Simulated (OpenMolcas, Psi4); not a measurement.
# InSiH5 (SMILES [SiH3][InH2]): methods side by side

InSiH5: 7 atoms, total charge 0, spin state singlet. SMILES: `[SiH3][InH2]`. Geometry: relaxed at PBE0-D4/def2-TZVP.

Quantity: the dipole moment, in D. The values are calculated.

```json
{"level": "HF/def2-TZVP (core potential)", "kind": "Hartree–Fock", "program": "OpenMolcas", "value (D)": "0.09", "CPU time": "23 s"}
{"level": "SVWN5/def2-TZVP (core potential)", "kind": "LDA", "program": "OpenMolcas", "value (D)": "0.09", "CPU time": "41 s"}
{"level": "revPBE/def2-TZVP (core potential)", "kind": "GGA", "program": "OpenMolcas", "value (D)": "0.08", "CPU time": "48 s"}
{"level": "r2SCAN/def2-TZVP (core potential)", "kind": "meta-GGA", "program": "OpenMolcas", "value (D)": "0.07", "CPU time": "63 s"}
{"level": "B3LYP/def2-TZVP (core potential)", "kind": "global hybrid", "program": "OpenMolcas", "value (D)": "0.08", "CPU time": "46 s"}
{"level": "BHLYP/def2-TZVP (core potential)", "kind": "global hybrid", "program": "OpenMolcas", "value (D)": "0.09", "CPU time": "47 s"}
{"level": "M06-2X/def2-TZVP (core potential)", "kind": "hybrid meta-GGA", "program": "OpenMolcas", "value (D)": "0.10", "CPU time": "67 s"}
{"level": "PBE0-D4/def2-TZVP (density fitting, core potential)", "kind": "global hybrid", "program": "Psi4", "value (D)": "0.10", "CPU time": "11 s"}
```

The values span 0.07 to 0.10 D. Magnitudes only. CPU times are rough (shared hosts, several kinds of processor and program).
